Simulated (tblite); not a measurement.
Compound: C6H7NO2.
Numbering: `[CH3:1][O:2][C@@H:3]1[CH2:4][O:5][CH:6]=[C:7]1[C:8]#[N:9]` (hydrogens: H10, H11, H12 on C1; H13 on C3; H14, H15 on C4; H16 on C6)

Computed with GFN2-xTB (tblite), gas phase: nudged elastic band of 9 images (0 to 8), spring 0.2 eV/Å², climbing image at the end, force threshold 0.05 eV/Å. The top image wasn't refined or checked by frequencies; at this threshold it can lie a kcal/mol or more above the true saddle point of the method.

The band describes a rotation about C3–O2 (sp3 carbon bound to oxygen, ether oxygen), followed by the dihedral C7–C3–O2–C1, from the optimised start (79°) to a second optimised geometry at 163°.

**Question.** How does the energy change from image to image?

**Answer.** 
```json
{"image": "0", "dihedral (°)": "79", "E (eV)": "0.000", "C3–O2 (Å)": "1.408", "C7···C1 (Å)": "3.12", "largest true force (eV/Å)": "0.01"}
{"image": "1", "dihedral (°)": "90", "E (eV)": "0.012", "C3–O2 (Å)": "1.408", "C7···C1 (Å)": "3.23", "largest true force (eV/Å)": "0.05"}
{"image": "2", "dihedral (°)": "101", "E (eV)": "0.036", "C3–O2 (Å)": "1.410", "C7···C1 (Å)": "3.33", "largest true force (eV/Å)": "0.06"}
{"image": "3", "dihedral (°)": "112", "E (eV)": "0.064", "C3–O2 (Å)": "1.411", "C7···C1 (Å)": "3.43", "largest true force (eV/Å)": "0.05"}
{"image": "4", "dihedral (°)": "123", "E (eV)": "0.084", "C3–O2 (Å)": "1.411", "C7···C1 (Å)": "3.51", "largest true force (eV/Å)": "0.04"}
{"image": "5", "dihedral (°)": "135", "E (eV)": "0.092", "C3–O2 (Å)": "1.411", "C7···C1 (Å)": "3.57", "largest true force (eV/Å)": "0.04"}
{"image": "6", "dihedral (°)": "146", "E (eV)": "0.089", "C3–O2 (Å)": "1.409", "C7···C1 (Å)": "3.62", "largest true force (eV/Å)": "0.04"}
{"image": "7", "dihedral (°)": "157", "E (eV)": "0.082", "C3–O2 (Å)": "1.408", "C7···C1 (Å)": "3.66", "largest true force (eV/Å)": "0.04"}
{"image": "8", "dihedral (°)": "163", "E (eV)": "0.071", "C3–O2 (Å)": "1.407", "C7···C1 (Å)": "3.66", "largest true force (eV/Å)": "0.01"}
```

Barriers of this band. The top is image 5 at 135°: 0.092 eV forward and 0.021 eV back; the end lies 0.071 eV above the start. The central bond is 0.003 Å longer at the top than at the start.

**Question.** What rate follows at 298 K for crossing this barrier forward?

**Answer.** Taking the electronic barrier for the free energy of activation (no zero-point or entropy terms, transmission 1), rate = (kT/h)·exp(−ΔE/kT) ≈ 2 × 10^11 s⁻¹, whose inverse is 6 × 10^-12 s. An error of 1 kcal/mol in the barrier changes this by a factor of 5, and the method and the loose band can each miss by that much or more. The barrier is only 3.6 kT, where transition-state theory is rough.

**Question.** How would the two end points share their population at 298 K, from these energies alone?

**Answer.** exp(−ΔE/kT) with ΔE = 0.071 eV gives 0.063 for the higher one (end) against 1 for the lower, without vibrational, rotational or degeneracy terms.

**Question.** How long is the path, and how are the images spaced?

**Answer.** Cartesian distances between aligned neighbours (all atoms, Å): 0.46, 0.43, 0.43, 0.43, 0.43, 0.43, 0.44, 0.50; the sum is 3.55 Å, and the top lies 62 % of the way along.

The cost below is that of the whole band run. On one thread, Intel Xeon 6975P-C (x86_64), no GPU (shared host), this took 2.0 s wall and 0.18 GiB of memory at its peak.
